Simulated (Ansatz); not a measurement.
`[SiH3]C=C=C[SiH3]` + `SS` → `[SiH3]SS` + `C=C=C[SiH3]` at 600 K and 1 bar (ligand exchange at the Si–C bond).

Program: Ansatz. Geometries: PBE0-D4/def2-TZVP. ΔE: electronic, gas phase. CBS: MP2 limit from def2 TZ/QZ plus the TZ coupled-cluster correction, frozen cores. This one scheme is used for every species. Each species was taken in one conformer, which may not be the lowest.

```json
{"species": "`[SiH3]C=C=C[SiH3]`", "CCSD(T)/CBS energy (Eh)": "-697.06408", "H − E (kJ/mol)": "301.4", "S (J/(mol·K))": "478.8"}
{"species": "`SS`", "CCSD(T)/CBS energy (Eh)": "-796.74576", "H − E (kJ/mol)": "76.7", "S (J/(mol·K))": "289.3"}
{"species": "`[SiH3]SS`", "CCSD(T)/CBS energy (Eh)": "-1087.04745", "H − E (kJ/mol)": "142.1", "S (J/(mol·K))": "382.8"}
{"species": "`C=C=C[SiH3]`", "CCSD(T)/CBS energy (Eh)": "-406.77843", "H − E (kJ/mol)": "240.6", "S (J/(mol·K))": "395.0"}
```

H − E and S are ideal-gas, rigid-rotor, harmonic terms from PBE0-D4/def2-TZVP, for one conformer and one mirror image of each species. 1 Eh = 2625.50 kJ/mol, R = 8.31446 J/(mol·K).

Task: By hand: ΔE, ΔH, ΔS and ΔG.

Result: ΔE = (-1087.04745) + (-406.77843) − (-697.06408) − (-796.74576) = -0.01604 Eh = -42.1 kJ/mol. Δ(H − E) = 142.1 + 240.6 − 301.4 − 76.7 = 4.6, so ΔH = -37.5 kJ/mol. ΔS = 382.8 + 395.0 − 478.8 − 289.3 = 9.7 J/(mol·K). ΔG = -37.5 − 600 × (9.7)/1000 = -43.3 kJ/mol.

Task: By hand: the equilibrium constant, and the temperature at which ΔG would vanish if ΔH and ΔS stayed fixed.

Result: log₁₀ K = −ΔG/(RT ln 10) = 3.8. ΔH and −TΔS have one sign here, so there is no such temperature.

The number of gas molecules stays the same, so ΔS is small and ΔH decides. A doubt of 5 kJ/mol in ΔE shifts log₁₀ K by 0.4 here. Other conformers and mirror images would add mixing entropy, several J/(mol·K) or more a flexible species. These are equilibria of isolated gas molecules and say nothing of rates. Largest T1 diagnostic: 0.013 (customary marks: 0.02 for closed shells, 0.045 for open ones).

ΔS is within the doubt of such terms, so its sign, and with it that verdict, could turn.
